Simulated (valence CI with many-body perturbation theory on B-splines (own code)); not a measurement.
Results of a calculation; reference values are marked as such.
# Energy levels of Ar XIII

Method: relativistic CI+MBPT: four valence electrons over a frozen Dirac-Fock core [He], radial functions for each j: 11 s, 11 p, 9 d, 7 f, 5 g, 2 h, 1 i, with the one-electron correlation potential Σ1, the two-electron term Σ2, the three-electron term Σ3, Breit, model QED; selected CI, second order for the rest, scaled by the run's own slope (own B-spline code, finite nucleus).

No measured spectrum was set against this ion. As an estimate, levels of excited configurations hold to 0.05 to 0.15 % of their energy, terms of the ground configuration to about 0.5 %. Among the levels kept, up to 280 cm⁻¹ of a level comes from second order outside the variational space, and about a tenth of that is noise between levels of different J, which matters for small intervals.

Levels 1 to 45 of 86, with energies above the lowest level, 2s2.2p2 3P_0. "Leading %" is the weight of the configuration and term that name the level; weights of strongly mixed levels are sums over their largest components and can fall short. In the jj column 3d3/2^4 stands for four electrons in 3d with j = 3/2.

```
No.  Configuration  Term  J  E (× 10³ cm⁻¹)  Leading %                Leading jj    Second component      g
  1        2s2.2p2    3P  0            0.00         97       2s^2 2p1/2^2 (77 %)                           
  2        2s2.2p2    3P  1            9.86         98   2s^2 2p1/2 2p3/2 (98 %)                      1.500
  3        2s2.2p2    3P  2           21.84         96       2s^2 2p3/2^2 (50 %)                      1.486
  4        2s2.2p2    1D  2           85.14         96   2s^2 2p1/2 2p3/2 (50 %)                      1.012
  5        2s2.2p2    1S  0          162.38         94       2s^2 2p3/2^2 (75 %)          4 % 2p4 1S       
  6         2s.2p3   5S°  2          227.37        100   2s 2p1/2 2p3/2^2 (55 %)                      1.999
  7         2s.2p3   3D°  2          422.72         97   2s 2p1/2 2p3/2^2 (65 %)                      1.175
  8         2s.2p3   3D°  1          423.27         98   2s 2p1/2 2p3/2^2 (43 %)                      0.516
  9         2s.2p3   3D°  3          424.00        100  2s 2p1/2 2p3/2^2 (100 %)                      1.332
 10         2s.2p3   3P°  0          495.59        100  2s 2p1/2 2p3/2^2 (100 %)                           
 11         2s.2p3   3P°  1          495.94         98   2s 2p1/2 2p3/2^2 (67 %)                      1.484
 12         2s.2p3   3P°  2          497.15         96         2s 2p3/2^3 (58 %)                      1.488
 13         2s.2p3   1D°  2          626.11         99   2s 2p1/2 2p3/2^2 (76 %)                      1.002
 14         2s.2p3   3S°  1          628.94         96   2s 2p1/2 2p3/2^2 (56 %)                      1.970
 15         2s.2p3   1P°  1          699.11         97         2s 2p3/2^3 (46 %)                      1.026
 16            2p4    3P  2          955.44         96    2p1/2^2 2p3/2^2 (78 %)                      1.490
 17            2p4    3P  1          971.17         98      2p1/2 2p3/2^3 (98 %)                      1.500
 18            2p4    3P  0          975.92         97            2p3/2^4 (56 %)                           
 19            2p4    1D  2          1026.2         96      2p1/2 2p3/2^3 (78 %)                      1.008
 20            2p4    1S  0          1163.0         94    2p1/2^2 2p3/2^2 (53 %)      4 % 2s2.2p2 1S       
 21      2s2.2p.3s   3P°  0          3136.9         96      2s^2 2p1/2 3s (96 %)                           
 22      2s2.2p.3s   3P°  1          3140.7         86      2s^2 2p1/2 3s (88 %)  10 % 2s2.2p.3s 1P°  1.448
 23      2s2.2p.3s   3P°  2          3159.2         95      2s^2 2p3/2 3s (95 %)                      1.500
 24      2s2.2p.3s   1P°  1          3175.5         86      2s^2 2p3/2 3s (88 %)  10 % 2s2.2p.3s 3P°  1.050
 25      2s2.2p.3p    1P  1          3245.2         50   2s^2 2p1/2 3p1/2 (86 %)   43 % 2s2.2p.3p 3D  0.796
 26      2s2.2p.3p    3D  1          3260.2         49   2s^2 2p1/2 3p3/2 (50 %)   34 % 2s2.2p.3p 1P  0.840
 27      2s2.2p.3p    3D  2          3262.0         92   2s^2 2p1/2 3p3/2 (64 %)                      1.171
 28      2s2.2p.3p    3D  3          3277.4         95   2s^2 2p3/2 3p3/2 (95 %)                      1.333
 29      2s2.2p.3p    3P  0          3282.1         87   2s^2 2p1/2 3p1/2 (71 %)    7 % 2s.2p2.3s 3P       
 30      2s2.2p.3p    3S  1          3282.4         57   2s^2 2p3/2 3p3/2 (57 %)   22 % 2s2.2p.3p 3P  1.716
 31      2s2.2p.3p    3P  1          3293.2         61   2s^2 2p3/2 3p1/2 (75 %)   29 % 2s2.2p.3p 3S  1.646
 32      2s2.2p.3p    3P  2          3297.5         84   2s^2 2p3/2 3p3/2 (43 %)    7 % 2s.2p2.3s 3P  1.477
 33      2s2.2p.3p    1D  2          3330.7         92   2s^2 2p3/2 3p3/2 (48 %)                      1.016
 34      2s.2p2.3s    5P  1          3370.4         98      2s 2p1/2^2 3s (42 %)                      2.497
 35      2s2.2p.3p    1S  0          3371.4         94   2s^2 2p3/2 3p3/2 (74 %)                           
 36      2s.2p2.3s    5P  2          3378.5         99  2s 2p1/2 2p3/2 3s (86 %)                      1.832
 37      2s2.2p.3d   3F°  2          3380.8         72   2s^2 2p1/2 3d3/2 (95 %)  23 % 2s2.2p.3d 1D°  0.752
 38      2s.2p2.3s    5P  3          3388.8         99      2s 2p3/2^2 3s (60 %)                      1.665
 39      2s2.2p.3d   3F°  3          3390.9         90   2s^2 2p1/2 3d5/2 (65 %)   5 % 2s2.2p.3d 3D°  1.093
 40      2s2.2p.3d   1D°  2          3395.4         62   2s^2 2p1/2 3d5/2 (51 %)  20 % 2s2.2p.3d 3F°  0.984
 41      2s2.2p.3d   3F°  4          3404.0         96   2s^2 2p3/2 3d5/2 (96 %)                      1.250
 42      2s2.2p.3d   3D°  1          3412.6         79   2s^2 2p1/2 3d3/2 (80 %)  13 % 2s2.2p.3d 3P°  0.655
 43      2s2.2p.3d   3D°  2          3417.2         55   2s^2 2p1/2 3d5/2 (42 %)  26 % 2s2.2p.3d 3P°  1.217
 44      2s2.2p.3d   3D°  3          3425.6         90   2s^2 2p3/2 3d5/2 (60 %)   5 % 2s2.2p.3d 3F°  1.316
 45      2s2.2p.3d   3P°  2          3431.9         62   2s^2 2p3/2 3d5/2 (54 %)  33 % 2s2.2p.3d 3D°  1.377
```

Names give the largest LS component (configuration and term), which can be under half, so a name can repeat, a term be missing and a line seem to break the LS rules; names also repeat where a configuration has a term twice.

The ionisation energy to 2s2.2p 2P°_1/2 of the next ion comes out as 685.9 eV (NIST: 685.5 ± 0.3 eV (semi-empirical)). All 86 levels together are meant to be complete up to 3657.3 × 10³ cm⁻¹.
